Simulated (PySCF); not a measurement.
**Cl⁺ (chlorine, charge +1): UHF calculation**

Configuration: [Ne] 3s2 3p4, high-spin 3P determinant. All numbers are calculated (PySCF 2.14, the non-relativistic Hamiltonian (point nucleus), in 6-31G*).

```json
{
 "Total energy": "-459.013539 hartree",
 "One-electron energy": "-627.2754 hartree",
 "Hartree (Coulomb) energy": "195.5212 hartree",
 "Exchange energy": "-27.2593 hartree",
 "Kinetic energy": "459.06835 hartree",
 "⟨S²⟩": "2.0062",
 "⟨L²⟩": "2.019",
 "Sum of ⟨r⟩": "13.36 bohr",
 "Sum of ⟨r²⟩": "20.81 bohr²",
 "Traceless quadrupole moment −½Σ⟨3z² − r²⟩ along its main axis": "-1.52 e·bohr²",
 "Density at the nucleus (Gaussians lack the cusp)": "3030 bohr⁻³",
 "Spin density at the nucleus": "0.315 bohr⁻³",
 "Langevin diamagnetic susceptibility": "-16.5 ×10⁻⁶ cm³/mol",
 "Time after the integrals": "0.05 s of wall time on 1 thread of Intel(R) Xeon(R) Platinum 8375C CPU @ 2.90GHz (shared host)"
}
```

```csv
shell,electrons,mean orbital energy (hartree),spread (hartree),"rms radius, mean of both spins (bohr)"
1s α,1,-105.35648,0,0.106
1s β,1,-105.33115,0,0.106
2s α,1,-11.08389,0,0.481
2s β,1,-11.05884,0,0.481
2p α,3,-8.55734,0.02855,0.451
2p β,3,-8.51299,0.01875,0.451
3s α,1,-1.60020,0,1.62
3s β,1,-1.34366,0,1.62
3p α,3,-0.96802,0.08001,1.86
3p β,1,-0.86239,0,1.86
```
